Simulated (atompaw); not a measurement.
**Cutoff test, Mn, PAW (atompaw)**

- Element: Mn (Z = 25)
- Generator: atompaw 4.2.0.5
- Type: PAW
- Functional: PBE
- Relativity: scalar-relativistic
- Frozen core: [Ne]
- Valence charge: 15
- Reference configuration: 3s2 3p6 3d5 4s1 4p0 (charge +1)
- Partial waves: 3s (bound): rc 1.40 bohr; 4s (bound): rc 1.40 bohr; 3p (bound): rc 1.40 bohr; 4p (bound, empty): rc 1.30 bohr; 3d (bound): rc 1.95 bohr; 3d channel at 0.35 Ry: rc 1.95 bohr
- Local potential: bessel scheme, radius 1.30 bohr
- Core correction: smooth core density matched at 1.35 bohr
- Augmentation charge: sinc compensation charge, radius 1.85 bohr; PAW radius 1.95 bohr; waves and projectors: custom polynom2 7 10 vanderbiltortho

The pseudo-atom Hamiltonian at the reference potential is diagonalised in spherical Bessel functions j_l(qr) that vanish at 20 bohr, with q² up to the cutoff. All-electron valence levels (Ry): 3s -6.9165, 4s -0.8730, 3p -4.6179, 4p -0.5287, 3d -1.0957.

How do the lowest levels (Ry) of each channel move with the cutoff, and are there ghosts?

```
cutoff (Ry)     s #1     s #2     p #1     p #2     d #1     f #1  Σ f·Δε (mRy)
          8  -6.3948  -0.8010  -3.2215  -0.4240  -0.3600  -0.0565       13171.6
         25  -6.9159  -0.8729  -4.6128  -0.5276  -1.0955  -0.0565          32.7
         50  -6.9162  -0.8730  -4.6154  -0.5282  -1.0956  -0.0565          15.6
        100  -6.9163  -0.8730  -4.6162  -0.5283  -1.0957  -0.0565          10.1
        180  -6.9164  -0.8730  -4.6172  -0.5285  -1.0957  -0.0565           3.7
        400  -6.9165  -0.8730  -4.6178  -0.5287  -1.0957  -0.0565           0.0
```

Result: no extra level below or beside the all-electron valence levels (s, p, d, f tested); 10 mRy is reached at 110 Ry and 1 mRy at 300 Ry.
